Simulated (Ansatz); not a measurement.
Reaction R1 → P1 + P2, each structure at its B3LYP-D3(BJ)/def2-TZVP stationary point, reached from a drawn start (curvature not checked).
R1: C3H9Ga (SMILES [CH3][Ga]([CH3])[CH3]), charge 0, multiplicity 1.
P1: C2H6Ga (SMILES [CH3][Ga][CH3]), charge 0, multiplicity 2.
P2, CH3 (SMILES [CH3]) (charge 0, multiplicity 2):
```tsv
atom	x (Å)	y (Å)	z (Å)
C	0.0000	0.0000	-0.0001
H	1.0684	-0.1474	0.0294
H	-0.6611	-0.8516	-0.0425
H	-0.4073	0.9991	0.0133
```

P less R. No zero-point or thermal terms; singlets are restricted closed shells; open shells are unrestricted; no spin–orbit coupling.

Correlated levels freeze the cores. In cc and def2 sets filled d and f shells under p-block atoms count as core.

Run with Ansatz (a program for electronic structure). Each number belongs to the level named beside it.

Total energies in hartree:

| structure | PBE/def2-TZVPP | B3LYP/def2-TZVPP | CCSD(T)/cc-pVTZ |
|---|---|---|---|
| R1 | -2044.169551 | -2044.705514 | -2042.871747 |
| P1 | -2004.259298 | -2004.730114 | -2002.988485 |
| P2 | -39.788963 | -39.859898 | -39.760977 |

### Question
Work out the reaction energy at each level in eV (1 hartree = 27.21139 eV), and say how far PBE/def2-TZVPP lies from CCSD(T)/cc-pVTZ.

### Answer
- PBE/def2-TZVPP: (-2004.259298) + (-39.788963) − (-2044.169551) = 0.121290 hartree = 3.300 eV
- B3LYP/def2-TZVPP: (-2004.730114) + (-39.859898) − (-2044.705514) = 0.115502 hartree = 3.143 eV
- CCSD(T)/cc-pVTZ: (-2002.988485) + (-39.760977) − (-2042.871747) = 0.122285 hartree = 3.328 eV
PBE/def2-TZVPP less CCSD(T)/cc-pVTZ: -0.028 eV. CCSD(T)/cc-pVTZ is the level counted from, the highest shown, and no exact or measured value.
